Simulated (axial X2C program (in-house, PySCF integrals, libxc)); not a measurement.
# BaN⁺: cheaper levels and CCSD(T), two-component

Calculated with an in-house relativistic program for diatomic molecules. Two-component (2c) means X2C with spin–orbit coupling and atomic mean-field two-electron Coulomb and Gaunt terms. Basis: Ba dyall-cv3z [14s14p9d5f1g], N dyall-av3z [7s7p3d2f] (cores contracted in-house); Gaussian nuclei, density fitting, unrestricted open shells. Masses: Ba 137.905 u, N 14.003 u.

State: Ω = 2 (⟨Sz⟩ = 1.00, ⟨Lz⟩ = 1.00 at HF); fragments Ba+ + N.

```json
{"level": "PBE0", "Re (Å)": "2.217", "ωe (cm⁻¹)": "516.5", "De (eV)": "2.05"}
{"level": "HF", "Re (Å)": "2.298", "ωe (cm⁻¹)": "491.2", "De (eV)": "0.156"}
{"level": "CCSD", "Re (Å)": "2.250", "ωe (cm⁻¹)": "513.3", "De (eV)": "1.60"}
{"level": "BP86", "Re (Å)": "2.230", "ωe (cm⁻¹)": "498.0", "De (eV)": "2.31"}
```

Correlated methods: 14 electrons correlated (number of frozen shells: Ba 4 s, 3 p, 2 d; N 1 s), 298 virtual spin orbitals or spinors in MP2, 90 natural virtuals in coupled cluster.

CCSD(T), same Hamiltonian and basis:

Re = 2.248 Å, ωe = 513.3 cm⁻¹, De = 1.70 eV; T1 = 0.017 (Lee–Taylor normalisation).

(1) Give the differences from CCSD(T) in the columns below.

De is counted from the lowest determinant-based energies of the atoms at the same level, without counterpoise correction. Density functionals use the spin component along the axis (collinear). Coupled cluster ran in a truncated set of natural virtual spinors; the MP2 energy of the rest was added. (T) has no such correction and the atoms are truncated less, which lowers De at CCSD(T) by a hundredth of an eV or more. The functionals have no current-density term, which raises determinants with orbital currents, atoms included. The state is one determinant with fixed occupations, lowest in a PBE0 search at one distance only: followed along the bond, the spin-free determinant M_S = 1, Λ = 0 reaches 0.06 eV lower at PBE0, at Re = 2.369 Å, so the state shown is not the lowest. With several unpaired electrons one determinant need not be a pure state. A state of lower Ω lies just above, and one determinant can place such states too high, so the state shown need not be the lowest. The search has Ω = 1 only 0.10 eV up. Open-shell Ω = 0 determinants with evenly filled partner blocks cannot be reached by this program, so the Ω shown need not be the lowest component. The determinant is spin-polarised beyond a pure state at some levels (its spin-free form has ⟨S²⟩ too high), which makes Re and μ there less reliable. The stretched end of a curve changes character and is left out.

## Answers

(1) 

```json
{"level": "PBE0", "ΔRe (Å)": "-0.031", "Δωe (cm⁻¹)": "3", "ΔDe (eV)": "0.35"}
{"level": "HF", "ΔRe (Å)": "0.050", "Δωe (cm⁻¹)": "-22", "ΔDe (eV)": "-1.54"}
{"level": "CCSD", "ΔRe (Å)": "0.002", "Δωe (cm⁻¹)": "0", "ΔDe (eV)": "-0.10"}
{"level": "BP86", "ΔRe (Å)": "-0.018", "Δωe (cm⁻¹)": "-15", "ΔDe (eV)": "0.61"}
```
